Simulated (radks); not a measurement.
Results of a calculation; reference values are marked as such.
Question: Neutral molybdenum, [Kr] 4d5 5s1. Code: a radial shooting solver on a logarithmic mesh with Libxc functionals. Model: non-relativistic Kohn-Sham, LDA (Slater exchange, Perdew-Wang correlation), spin-polarised, spherical densities, point nucleus. Every spin shell is full or empty, so the densities are truly spherical. Functionals are evaluated on that one density, not self-consistently. Rank these orbital-free kinetic functionals by their error against the exact value of the orbitals, and give that value: Thomas-Fermi, TF + vW/9, TF + vW/5, Thakkar, LKT, PG1, DePristo-Kress, Ernzerhof.

Answer: Exact: 3970.41 hartree. From best to worst, with 100 (|E| - |E exact|)/|E exact| (equal figures are ties): DePristo-Kress -0.07, Ernzerhof -0.38, Thakkar -0.51, TF + vW/9 -0.69, TF + vW/5 +3.22, Thomas-Fermi -5.58, PG1 +16.15, LKT +20.50.
